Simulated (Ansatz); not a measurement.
NiI2, relaxed as a triplet with UKS r2SCAN-D4/def2-TZVP in Ansatz, starting from the r2SCAN-D4/def2-TZVP geometry of the neutral singlet. Force threshold 0.02 eV/Å.

In the def2 sets I takes a core potential; there is no spin–orbit coupling. The structure comes from a short search, and lower isomers may exist.

Start:

```tsv
atom	x (Å)	y (Å)	z (Å)
Ni1	0.7848	-0.4085	0.3220
I2	0.3584	1.8784	0.1331
I3	-1.1432	-1.4699	-0.4550
```

```json
{"step": "1", "energy (eV)": "-57254.1807", "largest force component (eV/Å)": "1.040", "SCF passes": "95"}
{"step": "2", "energy (eV)": "-57254.4379", "largest force component (eV/Å)": "0.499", "SCF passes": "39"}
{"step": "3", "energy (eV)": "-57254.6151", "largest force component (eV/Å)": "0.506", "SCF passes": "41"}
{"step": "4", "energy (eV)": "-57254.7378", "largest force component (eV/Å)": "0.326", "SCF passes": "41"}
{"step": "5", "energy (eV)": "-57254.8149", "largest force component (eV/Å)": "0.168", "SCF passes": "39"}
{"step": "6", "energy (eV)": "-57254.8483", "largest force component (eV/Å)": "0.031", "SCF passes": "40"}
{"step": "7", "energy (eV)": "-57254.8498", "largest force component (eV/Å)": "0.015", "SCF passes": "27"}
```

Force components are those of the run's own axes.

End:

| atom | x (Å) | y (Å) | z (Å) |
| --- | --- | --- | --- |
| Ni1 | 0.002 | -0.001 | 0.001 |
| I2 | 0.963 | 2.148 | 0.377 |
| I3 | -0.965 | -2.147 | -0.378 |

By distances, no bond broke or formed. The bond that changes most is Ni1–I2, from 2.33 to 2.38 Å (atoms count from 1).

No frequencies were taken in this run, so the end may be a saddle point.

It took 26 s on 4 threads of Arm Neoverse V2 on a shared host.
